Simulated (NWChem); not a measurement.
## Correlation energy of arsine (H$_{3}$As)

```
As
H 1 1.5406
H 1 1.5406 2 91.12
H 1 1.5406 2 91.12 3 -91.15
```
Charge 0, spin multiplicity 1.

Program: NWChem. Structure: optimised with PBE/def2-SVP, a minimum by its harmonic frequencies.

Basis set: def2-SVP. Each correlation energy counts from its own Hartree-Fock reference.

The Hamiltonian is non-relativistic. The correlated methods keep 9 core orbitals frozen. Coupled-cluster values serve here as a point of comparison, not as the truth.

Task: For the correlation energy, CCSD+T(CCSD) gives -275.1 mHa and MP2 gives -250.5 mHa. What do CR-CCSD(T), CCSD(T), CCSD give?

Result: CR-CCSD(T): -273.6 mHa; CCSD(T): -274.6 mHa; CCSD: -268.1 mHa.
